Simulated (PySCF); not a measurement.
Species: CrCl3 (quartet state).
Structure used (PBE0-D3(BJ)/def2-SVP), in Å, numbered top down from 1:
```xyz
4
CrCl3 angstrom
Cr    -0.006   -0.002    0.000
Cl     2.124   -0.033    0.015
Cl    -1.023    1.871   -0.027
Cl    -1.095   -1.835    0.012
```

Level of theory: PySCF, PBE0-D3(BJ)/def2-SVP geometry optimisation, gas phase.

Question: Which atoms are bound to Cr1, and at what distances?

Answer: 3 atoms: Cl2 2.130 Å, Cl3 2.132 Å, Cl4 2.133 Å.

Question: List the angles at Cr1.

Answer: 
```json
{"angle": "Cl3–Cr1–Cl4", "degrees": "120.8", "distance of the outer atoms (Å)": "3.71"}
{"angle": "Cl2–Cr1–Cl4", "degrees": "119.9", "distance of the outer atoms (Å)": "3.69"}
{"angle": "Cl2–Cr1–Cl3", "degrees": "119.3", "distance of the outer atoms (Å)": "3.68"}
```

Question: What is the shape at Cr1?

Answer: Planar: angles 120.8°, 119.9° and 119.3°, sum 360.0°, 0.00 Å off the plane of its three neighbours. Differences among atoms that D3h makes equivalent are scatter left by the optimiser.

Point group: D3h (tolerance 0.08 Å). Charge 0, quartet. ⟨S²⟩ = 3.857 (exact for a quartet: 3.75). Whether it is a minimum is left open (no frequencies).

Caution for open-shell metal species: one SCF solution and one stationary point were followed, and a lower state or a bent or distorted shape isn't ruled out.
